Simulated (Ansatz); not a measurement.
`C[CH2][Sn][Br]` + H₂O → `C[CH2][Sn][OH]` + HBr at 600 K and 1 bar (formal hydrolysis of the Sn–Br bond).

Isolated molecules relaxed with PBE0-D4/def2-TZVP in Ansatz; ΔE leaves out vibrations. CCSD(T)/CBS adds triple-zeta CCSD(T) − MP2 to the extrapolated MP2 energy (def2 sets, frozen cores). This one scheme is used for every species. Elements past krypton have def2 core potentials. For Br, Sn outer-core shells are correlated without core-valence functions, which leaves a few kJ/mol of doubt a bond. Scalar relativity is left out up to krypton. Each species was taken in one conformer, which may not be the lowest.

```json
{"species": "`C[CH2][Sn][Br]`", "CCSD(T)/CBS energy (Eh)": "-2866.51200", "H − E (kJ/mol)": "223.1", "S (J/(mol·K))": "442.9"}
{"species": "H₂O", "CCSD(T)/CBS energy (Eh)": "-76.37941", "H − E (kJ/mol)": "76.8", "S (J/(mol·K))": "212.8"}
{"species": "`C[CH2][Sn][OH]`", "CCSD(T)/CBS energy (Eh)": "-368.93756", "H − E (kJ/mol)": "258.2", "S (J/(mol·K))": "422.7"}
{"species": "HBr", "CCSD(T)/CBS energy (Eh)": "-2573.91920", "H − E (kJ/mol)": "33.5", "S (J/(mol·K))": "219.1"}
```

H − E and S are ideal-gas, rigid-rotor, harmonic terms from PBE0-D4/def2-TZVP, for one conformer and one mirror image of each species. 1 Eh = 2625.50 kJ/mol, R = 8.31446 J/(mol·K).

Task: By hand: ΔE, ΔH, ΔS and ΔG.

Result: ΔE = (-368.93756) + (-2573.91920) − (-2866.51200) − (-76.37941) = 0.03465 Eh = 91.0 kJ/mol. Δ(H − E) = 258.2 + 33.5 − 223.1 − 76.8 = -8.2, so ΔH = 82.8 kJ/mol. ΔS = 422.7 + 219.1 − 442.9 − 212.8 = -13.9 J/(mol·K). ΔG = 82.8 − 600 × (-13.9)/1000 = 91.1 kJ/mol.

Task: By hand: the equilibrium constant, and the temperature at which ΔG would vanish if ΔH and ΔS stayed fixed.

Result: log₁₀ K = −ΔG/(RT ln 10) = -7.9. ΔH and −TΔS have one sign here, so there is no such temperature.

The number of gas molecules stays the same, so ΔS is small and ΔH decides. A doubt of 5 kJ/mol in ΔE shifts log₁₀ K by 0.4 here. Other conformers and mirror images would add mixing entropy, several J/(mol·K) or more a flexible species. Modes under 60 cm⁻¹, often nearly free rotors, make the harmonic entropy too high. These are equilibria of isolated gas molecules and say nothing of rates. Largest T1 diagnostic: 0.016 (customary marks: 0.02 for closed shells, 0.045 for open ones).
